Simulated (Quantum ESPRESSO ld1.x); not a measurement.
Values are calculated unless marked as measured or tabulated.
All-electron atom: Gd+ in [Kr] 4d10 4f7 5s2 5p4 5d1 6s1 6p2 (not the ground configuration). Code: ld1.x of Quantum ESPRESSO 7.5. Model: scalar-relativistic Kohn-Sham, Wu-Cohen GGA, spin-unpolarised, spherical densities, point nucleus. Some entries of the table are withheld. Estimate them.

orbital,occ.,eigenvalue (hartree),<1/r> (bohr^-1)
1s,2,(1),71.66
2s,2,-304.709,16.62
2p,6,-271.266,15.52
3s,2,-68.0847,(2)
3p,6,-57.7242,5.734
3d,10,-44.0392,5.441
4s,2,-14.2672,(3)
4p,6,-10.8527,2.363
4d,10,-6.12797,2.082
5s,2,-2.47976,1.017
5p,4,-1.61540,0.8745
4f,7,-1.00736,1.551
5d,1,-0.57126,0.6093
6s,1,-0.48645,0.3950
6p,2,-0.31111,0.3216
7s,0,-0.13615,(4)
5f,0,-0.06031,0.1695

Answer. 
(1) 1s eigenvalue (hartree): -1841.88
(2) 3s <1/r> (bohr^-1): 6.099
(3) 4s <1/r> (bohr^-1): 2.570
(4) 7s <1/r> (bohr^-1): 0.1795
